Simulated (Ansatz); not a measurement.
[ReO4]- (ReO₄⁻). Charge -1, multiplicity 1. Geometry relaxed at PBE0-D4/def2-SVPD.

```xyz
5

Re    0.000    0.000    0.000
O    -0.099   -1.727    0.079
O    -1.335    0.694    0.857
O    -0.050    0.506   -1.655
O     1.484    0.527    0.720
```

In the def2 sets Re takes a core potential; there is no spin–orbit coupling. The relaxation made no stability test and no search for a lower SCF solution.

Question: Estimate the harmonic wavenumbers at RKS PBE0-D4/def2-SVPD (Ansatz, unscaled). Is this a minimum?

Answer: 330, 330, 330, 338, 338, 943, 943, 943, 1001 cm⁻¹. Yes, no mode is imaginary beyond noise. Zero-point energy 32.9 kJ/mol. Hardware: 4 threads of AMD EPYC 9R45 on a shared host. Wall time 6 s.
